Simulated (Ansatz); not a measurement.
Geometry optimisation of the cluster As₃S₃⁻.

```yaml
crystal:
  periodic: [false, false, false]
  atoms:
    - {symbol: As, position_ang: [-1.078726, -0.580740, 1.312533]}
    - {symbol: As, position_ang: [0.540885, -1.704926, -0.156404]}
    - {symbol: As, position_ang: [0.253762, 1.742966, -1.054065]}
    - {symbol: S, position_ang: [0.690356, -0.270041, -1.889270]}
    - {symbol: S, position_ang: [1.152419, -0.478299, 1.636628]}
    - {symbol: S, position_ang: [-1.558687, 1.291031, 0.150568]}
basis:
  gaussian: {orbitals: def2-SVPD}
total_charge: -1
hamiltonian: {xc: pbe0, dispersion: d4}
scf: {lower_state_search: "off"}
output: {orbitals: {seedname: orbitals}}
relax: {f_tol: 0.02, max_steps: 100}
```

```sh
$ ansatz run in.yaml --threads 4 --pin off --events-out ev --progress --plain --max-ram 4787MiB
```

Output, abridged:

```
Functional definition: PBE0
mean field -214969.98111729 eV, -7900.0010941738 hartree, gradient 5.3e-6 eV, S^2 0.000000; 0 other end points of the search recorded, 0 dependent functions left out
relax step   1: F+E_penalty+E_count = -214970.46665327 eV  Δ(F+E_penalty+E_count) = +0.000e0 eV  max|allowed force component| = 6.530e-1 eV/Å  Δτ_max = 0.0000 Å  (16 SCF iters, accepted)
mean field -214970.08931765 eV, -7900.0050704637 hartree, gradient 3.8e-6 eV, S^2 0.000000; 0 other end points of the search recorded, 0 dependent functions left out
relax step   2: F+E_penalty+E_count = -214970.57489905 eV  Δ(F+E_penalty+E_count) = -1.082e-1 eV  max|allowed force component| = 2.634e-1 eV/Å  Δτ_max = 0.1263 Å  (22 SCF iters, accepted)
mean field -214970.10520885 eV, -7900.0056544546 hartree, gradient 1.6e-6 eV, S^2 0.000000; 0 other end points of the search recorded, 0 dependent functions left out
relax step   3: F+E_penalty+E_count = -214970.59268700 eV  Δ(F+E_penalty+E_count) = -1.779e-2 eV  max|allowed force component| = 1.548e-1 eV/Å  Δτ_max = 0.0549 Å  (22 SCF iters, accepted)
mean field -214970.10773296 eV, -7900.0057472140 hartree, gradient 1.8e-6 eV, S^2 0.000000; 0 other end points of the search recorded, 0 dependent functions left out
relax step   4: F+E_penalty+E_count = -214970.59726665 eV  Δ(F+E_penalty+E_count) = -4.580e-3 eV  max|allowed force component| = 1.706e-1 eV/Å  Δτ_max = 0.0549 Å  (22 SCF iters, accepted)
mean field -214970.11234396 eV, -7900.0059166648 hartree, gradient 1.7e-6 eV, S^2 0.000000; 0 other end points of the search recorded, 0 dependent functions left out
relax step   5: F+E_penalty+E_count = -214970.60115365 eV  Δ(F+E_penalty+E_count) = -3.887e-3 eV  max|allowed force component| = 1.270e-1 eV/Å  Δτ_max = 0.0153 Å  (23 SCF iters, accepted)
mean field -214970.11251161 eV, -7900.0059228259 hartree, gradient 1.4e-6 eV, S^2 0.000000; 0 other end points of the search recorded, 0 dependent functions left out
relax step   6: F+E_penalty+E_count = -214970.60272492 eV  Δ(F+E_penalty+E_count) = -1.571e-3 eV  max|allowed force component| = 5.623e-2 eV/Å  Δτ_max = 0.0187 Å  (24 SCF iters, accepted)
mean field -214970.11354199 eV, -7900.0059606918 hartree, gradient 1.4e-6 eV, S^2 0.000000; 0 other end points of the search recorded, 0 dependent functions left out
relax step   7: F+E_penalty+E_count = -214970.60331615 eV  Δ(F+E_penalty+E_count) = -5.912e-4 eV  max|allowed force component| = 5.920e-3 eV/Å  Δτ_max = 0.0088 Å  (24 SCF iters, accepted)
Total energy: -214970.60334903 eV, -7900.0239607684 hartree
Atom 0 at    -1.061509    -0.599413     1.317233 Å, force    -0.002677     0.003914     0.005184 eV/Å
Atom 1 at     0.535604    -1.708010    -0.131297 Å, force     0.005920    -0.001796    -0.002783 eV/Å
Atom 2 at     0.369625     1.732260    -0.918108 Å, force     0.002058     0.003160    -0.000451 eV/Å
Atom 3 at     0.567395    -0.256582    -1.920234 Å, force     0.002075    -0.003543    -0.002195 eV/Å
Atom 4 at     1.180119    -0.409985     1.614857 Å, force    -0.003948    -0.001773    -0.002846 eV/Å
Atom 5 at    -1.591225     1.241721     0.037539 Å, force    -0.003428     0.000038     0.003091 eV/Å
Dipole moment:    -0.025840    -0.504283     0.357423 e Å
Checks for a lower state left out: stability, starts, cluster_reference, orbital_swaps, neighbouring_geometries, increment
```

Run time 51 s (4 threads of Arm Neoverse V1 on a shared host), peak host memory 0.78 GiB.

The structure comes from a short search, and lower isomers may exist.
